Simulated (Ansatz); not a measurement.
The same path of CH3BiClF (7 atoms, charge 0, multiplicity 1) was run 3 times with different band settings. The coordinate that changes most is the height of Bi2 over the plane of its neighbours.

The calculation used Ansatz 0.2.0, RKS B3LYP-D4/def2-SVP.

Relaxed end points:

```xyz
7
Properties=species:S:1:pos:R:3
C -0.297 0.847 0.314
Bi 0.872 -0.498 -1.106
F 1.887 -1.381 0.441
Cl -0.990 -2.138 -1.326
H -1.366 0.767 0.077
H -0.093 0.448 1.319
H 0.049 1.888 0.235
```

```xyz
7
Properties=species:S:1:pos:R:3
C -0.352 0.737 0.492
Bi 0.442 -1.391 0.295
F 2.188 -0.740 -0.562
Cl -0.846 -1.858 -1.787
H -1.280 0.819 -0.089
H -0.523 0.993 1.548
H 0.432 1.374 0.057
```

Common settings: movable images 5; climbing image yes; spring 5.0 eV/Å²; start path through a guess of the saddle point; force threshold 0.05 eV/Å; end points relaxed.

| run | optimiser | iteration limit | largest step |
| --- | --- | --- | --- |
| 1 | quadratic models (default) | 36 | default |
| 2 | quadratic models (default) | 10 | default |
| 3 | lbfgs | 56 | 0.5 Å |

(1) What does each run give, and how far can it be trusted?

Answers

(1) Run 1: converged after 7 iterations, highest image 1.183 eV above the first end. A vibrational analysis at the climbing image gives 2 clearly imaginary modes (131i, 56i cm⁻¹): a point of higher order, so a lower path passes nearby.
Run 2: converged after 7 iterations, highest image 1.183 eV above the first end. Another band between the same ends (5 images) ends at a top of the same energy, where a vibrational analysis finds 2 clearly imaginary modes.
Run 3: converged after 49 iterations, highest image 1.184 eV above the first end. Another band between the same ends (5 images) ends at a top of the same energy, where a vibrational analysis finds 2 clearly imaginary modes.
